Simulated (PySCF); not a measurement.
**Deuteron quadrupole couplings in `ClC(Cl)CC[SiH2]C(Cl)Cl`**

C₄H₈Cl₄Si.
Z-matrix (Å and degrees, GFN2-xTB geometry), rows numbered from 1:
```
Cl
C   1  1.7823
Cl  2  1.7797  1  108.79
C   2  1.5186  1  110.30  3   121.90
C   4  1.5277  2  111.58  1   174.36
Si  5  1.9036  4  113.19  2   175.19
C   6  1.9299  5  107.59  4    53.29
Cl  7  1.7769  6  108.97  5   173.91
Cl  7  1.7787  6  109.56  5    53.96
H   2  1.0919  1  107.20  3  -115.41
H   4  1.0911  2  108.77  1   -63.45
H   4  1.0914  2  107.58  1    53.77
H   5  1.0894  4  108.98  2    53.91
H   5  1.0909  4  108.92  2   -62.06
H   6  1.4593  5  111.25  4   169.84
H   6  1.4637  5  112.25  4   -62.36
H   7  1.0887  6  115.74  5   -66.49
```

Level: PBE0/pcSseg-1 (PySCF, non-relativistic); Q(2H) = 0.00286 b; rigid geometry, the same for H and D, with no vibrational averaging.

Question: Rank these positions by the coupling χzz of a deuteron there, largest first.
A. H15 (Si–H hydrogen)
B. H10 (methine hydrogen)
C. H14 (methylene hydrogen)
D. H17 (methine hydrogen)

Answer: C (208 kHz), D (202 kHz), B (194 kHz), A (110 kHz).

Q: Give the electric field gradient Vzz (the principal value of largest size), its asymmetry and the 2H coupling at each hydrogen.

A: 
| atom | bonded to | bond length (Å) | Vzz (au) | η | χzz (kHz) |
| --- | --- | --- | --- | --- | --- |
| H10 | C2 | 1.092 | 0.2883 | 0.02 | 194 |
| H11 | C4 | 1.091 | 0.2994 | 0.05 | 201 |
| H12 | C4 | 1.091 | 0.2991 | 0.06 | 201 |
| H13 | C5 | 1.089 | 0.3088 | 0.03 | 207 |
| H14 | C5 | 1.091 | 0.3090 | 0.04 | 208 |
| H15 | Si6 | 1.459 | 0.1641 | 0.02 | 110 |
| H16 | Si6 | 1.464 | 0.1609 | 0.01 | 108 |
| H17 | C7 | 1.089 | 0.3004 | 0.06 | 202 |

Q: Average by the element that carries the hydrogen.

A: on C: 202 kHz over 6 positions, mean bond length 1.091 Å; on Si: 109 kHz over 2 positions, mean bond length 1.461 Å.

Q: Give the 2H NMR doublet splittings at H13 for a magnetic field along the z, y and x axes of the gradient: 3χ/2, 3χ(1 + η)/4, 3χ(1 − η)/4.

A: With |χ| = 207.5 kHz and η = 0.034: 311, 161 and 150 kHz, to first order and without motion.

One conformer (not necessarily the lowest) at the GFN2-xTB geometry, without solvent, vibrations or thermal averaging. GFN2-xTB bond lengths can be off by several hundredths of an ångström, more for odd bonds, and the gradients follow them. The small basis limits the accuracy of the gradients.
